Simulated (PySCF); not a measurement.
## How methods differ on the excitation energy of As²⁺

As²⁺ [Ar] 3d10 4s2 4p1 (2P) → As²⁺ [Ar] 3d10 4s1 4p2 (4P), as a difference of total energies. Computed with PySCF 2.14 in cc-pVQZ-DK, with the spin-free X2C one-electron Hamiltonian (Gaussian nucleus). Correlated levels: valence: [Ar] 3d10 frozen. The calculations carry no spin-orbit coupling.

```tsv
method	excitation energy (eV)
UHF	6.489
LDA	8.882
PBE	8.648
PBE0	8.230
r2SCAN	7.908
r2SCANh	7.843
M06-2X	8.346
PW91	8.636
ROHF	6.422
SCS-MP2 (valence)	7.728
```

Task: Estimate what r2SCAN0 gives.

Result: 7.747 eV, closest to SCS-MP2 (valence) among the rows shown.

Task: Estimate what MP2 (valence) gives.

Result: 7.392 eV, closest to SCS-MP2 (valence) among the rows shown.

A first-order spin-orbit estimate (lowest level to lowest level, LS coupling) adds 0.023 eV.
